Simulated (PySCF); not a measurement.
## GeP: frontier orbitals

PBE0 at R = 2.145 Å; Ge x2c-TZVPPall, P x2c-TZVPPall; spin-free X2C with a Gaussian nucleus (PySCF 2.14). State: ²Σ⁺ (doublet), unpaired electrons σ ↑, a second solution, started from another occupation. Only the outer orbitals are listed, counted within each symmetry.

| spin | orbital | occ. | ε (eV) | on Ge (%) | main shells (%) |
| --- | --- | --- | --- | --- | --- |
| α | 10σ | 1 | -17.32 | 36 | 60 P s, 30 Ge s |
| α | 11σ | 1 | -12.65 | 58 | 55 Ge s, 30 P s, 11 P p |
| α | 12σ | 1 | -7.99 | 48 | 50 P p, 39 Ge p, 9 Ge s |
| α | 5π | 1 | -6.76 | 35 | 64 P p, 34 Ge p |
| α | 5π | 1 | -6.76 | 35 | 64 P p, 34 Ge p |
| α | 6π | 0 | -2.31 | 66 | 63 Ge p, 32 P p |
| α | 6π | 0 | -2.31 | 66 | 63 Ge p, 32 P p |
| α | 13σ | 0 | 0.83 | 77 | 77 Ge p, 32 P p |
| β | 10σ | 1 | -16.50 | 39 | 58 P s, 34 Ge s |
| β | 11σ | 1 | -11.64 | 59 | 56 Ge s, 32 P s |
| β | 5π | 1 | -6.57 | 37 | 62 P p, 35 Ge p |
| β | 5π | 1 | -6.57 | 37 | 62 P p, 35 Ge p |
| β | 12σ | 0 | -4.80 | 48 | 48 P p, 41 Ge p |
| β | 6π | 0 | -2.03 | 65 | 63 Ge p, 34 P p |
| β | 6π | 0 | -2.03 | 65 | 63 Ge p, 34 P p |

Problem. Which are the highest filled and the lowest empty level, where do they sit, and how wide is the gap?

Solution. Highest filled β 5π at -6.57 eV (in %: 62 P p, 35 Ge p); lowest empty β 12σ at -4.80 eV (in %: 48 P p, 41 Ge p); the gap at PBE0 is 1.77 eV.

```
bond order (Mayer)                              : 2.64
⟨S²⟩                                            : 0.759
charge on Ge (Mulliken, basis-dependent)        : 0.14
charge on Ge (Löwdin, basis-dependent)          : 0.00
dipole moment (positive dipole means Ge(−)P(+)) : -1.80 D
```

Spin–orbit coupling is left out.
